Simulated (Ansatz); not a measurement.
Job for Ansatz (a program for electronic structure): R-r2SCAN/def2-TZVPPD on CH5BrO (a complex), monomers drawn apart or pushed together. Files ending in .json are basis or fitting sets from the Basis Set Exchange.

Ansatz 0.2 input:
```yaml
crystal:
  periodic: [false, false, false]
  atoms:
    - {symbol: C, position_ang: [-0.15652583, 0.48939486, 0.21188033]}
    - {symbol: O, position_ang: [-0.17822663, -0.76300003, 0.90543363]}
    - {symbol: H, position_ang: [-0.03892973, 0.33832945, -0.86339618]}
    - {symbol: H, position_ang: [0.70400718, 1.03688556, 0.58944981]}
    - {symbol: H, position_ang: [-1.06008183, 1.07226993, 0.40661723]}
    - {symbol: H, position_ang: [-0.93561465, -1.27924997, 0.60774502]}
    - {symbol: Br, position_ang: [-0.61339796, 0.01650947, 4.73192702]}
    - {symbol: H, position_ang: [-0.40665967, -0.40567356, 3.35135357]}
basis:
  gaussian:
    orbitals: def2-TZVPPD.json
hamiltonian:
  xc: {name: r2SCAN}
scf: {lower_state_search: off}
```

Output:

```
WARN ansatz: RAYON_NUM_THREADS=1 ignored (pool sized by the plan → 1); use --threads N
Functional definition: r2SCAN
these checks for a lower state are left out or cut short: stability, starts, cluster_reference, orbital_swaps, neighbouring_geometries, increment
integrals: 0.12 GiB planned
1073 factors; their error is unknown
mean field: 0.91 GiB planned
mean field evaluation 1: about -73205.2068 eV, gradient 5.5e1 eV
mean field evaluation 2: about -73193.2017 eV, gradient 9.4e1 eV
mean field evaluation 4: about -73210.9682 eV, gradient 5.4e0 eV
mean field evaluation 8: about -73211.0264 eV, gradient 1.8e-1 eV
mean field evaluation 16: about -73211.0008 eV, gradient 2.1e-4 eV
mean field -73211.00082825 eV, -2690.4546562396 hartree, gradient 4.4e-6 eV, S^2 0.000000; 0 other end points of the search recorded, 0 dependent functions left out
reference -73211.00084624 eV, -2690.4546569005 hartree; 27, 27 occupied and 192, 192 virtual orbitals, 1073 factors
Total energy: -73211.00084624 eV, -2690.4546569005 hartree
Checks for a lower state left out: stability, starts, cluster_reference, orbital_swaps, neighbouring_geometries, increment
```

Self-consistency was reached.

Cost: around 5 core-seconds (rough).
